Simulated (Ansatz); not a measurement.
Ideal-gas functions of `O[SiH]1[NH][Al]1[Cl]` at 400 K and 1 bar, from an Ansatz frequency run at PBE0-D4/def2-TZVP.

Molar mass 123.55 g/mol, point group C1 (symmetry number 1), electronic degeneracy 1, moments of inertia 49.73, 508.083, 525.488 u Å². Harmonic wavenumbers (cm⁻¹, unscaled): 90, 129, 200, 258, 331, 361, 547, 616, 671, 707, 808, 853, 919, 940, 962, 2222, 3572, 3912.

Use S(trans) = R[1.5 ln M + 2.5 ln T − 1.1517]; rotational temperatures θ = 24.2544 K / I; S(rot) = R[ln(√π/σ · √(T³/θAθBθC)) + 1.5]; for each mode x = 1.438777 ν̃/T, S = R[x/(eˣ − 1) − ln(1 − e⁻ˣ)] and H = RT x/(eˣ − 1); 1 cm⁻¹ = 0.0119627 kJ/mol; R = 8.31446 J/(mol·K).

Task: By hand: the entropy, in J/(mol·K).

Result: Translation 175.0. Rotation: θ = 0.4877, 0.0477, 0.0462 K, giving 120.4. Vibration, mode by mode: 17.73, 14.77, 11.23, 9.23, 7.34, 6.70, 3.91, 3.22, 2.75, 2.49, 1.87, 1.64, 1.36, 1.28, 1.20, 0.03, 0.00, 0.00, in all 86.7. Electronic 0.0. Sum 382.1 J/(mol·K).

Task: By hand: H − E and G − E in kJ/mol, counted from the electronic energy.

Result: Zero-point energy ½ × 18098 × 0.0119627 = 108.3; thermal vibration 18.8; translation, rotation and pV give 4 RT = 13.3. H − E = 140.4 kJ/mol, and G − E = 140.4 − 400 × 382.1/1000 = -12.4 kJ/mol.

Vibration gives 23 % of the entropy, 32.5 J/(mol·K) of it from the modes under 150 cm⁻¹: soft modes count most, and the harmonic formula is weakest for them. The sum counts one conformer and one mirror image; others add a mixing term.
